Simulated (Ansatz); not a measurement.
System: CHBrF, charge 0, multiplicity 2. It need not be the lowest isomer of its formula. 
Coordinates optimised at B3LYP-D3(BJ)/def2-TZVP (Ansatz, a program for electronic structure):
```
C
F 1 1.3316
H 1 1.0844 2 114.11
Br 1 1.8803 3 116.39 2 137.97
```
Charge 0, spin multiplicity 2.

Task: Give the harmonic wavenumbers at B3LYP-D3(BJ)/def2-TZVP (Ansatz, finite differences of forces, unscaled).

Result: 332, 636, 767, 1164, 1281, 3161 cm⁻¹. Zero-point energy 10.5 kcal/mol.

Task: From these and the geometry, give the ideal-gas thermochemistry at 298.15 K and 1 atm (rigid rotor, harmonic oscillator).

Result: Point group C1, rotational symmetry number 1. Rotational constants 55.33, 3.841, 3.608 GHz. S(trans) 40.05, S(rot) 23.55, S(vib) 1.96, S(elec, spin only) 1.38, S 66.9 cal/(mol K). H(298) - H(0) 2.77 kcal/mol; G - E(el) -6.7 kcal/mol.
